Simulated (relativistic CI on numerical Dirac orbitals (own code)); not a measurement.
# Co3+ in a cubic cluster: 3p photoemission with charge transfer

Computed with a charge-transfer multiplet model of a cubic metal-ligand cluster with up to 2 ligand holes, Slater and spin-orbit integrals from Dirac-Coulomb-Breit ions, Slater integrals scaled by 0.8. The ground state mixes d6 with configurations of k ligand holes L, whose averages lie at kΔ + k(k − 1)U_dd/2; a core hole lowers each added d electron by U_cd. 20 K, Lorentzian 0.9 eV and Gaussian 0.8 eV FWHM.

Atomic integrals in eV (Slater integrals scaled, ζ unscaled), ground: F2dd 10.085, F4dd 6.299, zeta_d 0.071; with the core hole: F2dd 10.887, F4dd 6.838, zeta_d 0.078, zeta_core 1.257, F2cd 11.439, G1cd 14.073, G3cd 8.640.

Cluster parameters (eV): Δ = 1.8, U_cd = 8.3, 10Dq = 1.15, 10Dq(ligand) = 1.2, V(eg) = 3.15, V(t2g) = -1.59, final-state hopping factor = 1.

| Case | n_d | d6 | d7L | d8L2 | S |
| --- | --- | --- | --- | --- | --- |
| U_dd = 7.1 eV | 6.71 | 0.39 | 0.51 | 0.10 | 0.04 |
| U_dd = 7.8 eV | 6.70 | 0.39 | 0.51 | 0.09 | 0.04 |
| U_dd = 9.2 eV | 6.67 | 0.41 | 0.51 | 0.08 | 0.04 |

Weights, n_d and S are thermal averages at 20 K. Binding energies count from the first peak over 30 % of the highest in each spectrum, which can be another peak from case to case. The parameters are a model scan and need not match a compound or its usual spin state. Peaks in eV (height, largest 100):
- U_dd = 7.1 eV: 0.0 (100), 8.0 (31), 10.7 (19), 16.6 (14)
- U_dd = 7.8 eV: 0.0 (100), 8.2 (30), 10.9 (18), 16.5 (14)
- U_dd = 9.2 eV: 0.0 (100), 8.3 (29), 11.1 (18), 16.5 (14)

Curve for U_dd = 9.2 eV (points under 2 left out, the grid thinned):

E (eV), Intensity and a bar:
```
     -4.3        2.0 
     -3.6        2.8 
     -2.8        4.6 #
     -2.1        8.1 ##
     -1.3       21.5 ######
     -0.6       63.0 ###################
      0.2       97.1 ##############################
      0.9       62.0 ###################
      1.6       43.1 #############
      2.4       21.4 ######
      3.1       12.4 ###
      3.9       10.1 ###
      4.6       10.8 ###
      5.4       12.5 ###
      6.1       16.3 #####
      6.8       19.2 #####
      7.6       23.4 #######
      8.3       28.9 ########
      9.1       23.8 #######
      9.8       17.5 #####
     10.6       17.1 #####
     11.3       17.8 #####
     12.1       14.0 ####
     12.8        9.8 ##
     13.5        7.9 ##
     14.3        7.5 ##
     15.0        8.9 ##
     15.8       12.4 ###
     16.5       14.0 ####
     17.3       13.3 ####
     18.0       11.4 ###
     18.7        8.7 ##
     19.5        5.8 #
     20.2        4.8 #
     21.0        4.2 #
     21.7        3.5 
     22.5        3.1 
     23.2        2.9 
     23.9        2.2 
     25.9        2.5 
     26.6        3.1 
     27.4        2.7 
     28.1        2.2 
     28.9        2.3 
     29.6        2.0
```

For the case U_dd = 7.1 eV, Δ = 1.8 eV is smaller than U_dd = 7.1 eV, the charge-transfer side of the Zaanen-Sawatzky-Allen scheme. With the core hole the average of the configuration with one ligand hole lies at Δ − U_cd = -6.5 eV before mixing: the effective hopping of about 5.7 eV (from the holes of the mixed ground state) is comparable with this gap or larger, so the configurations mix strongly.
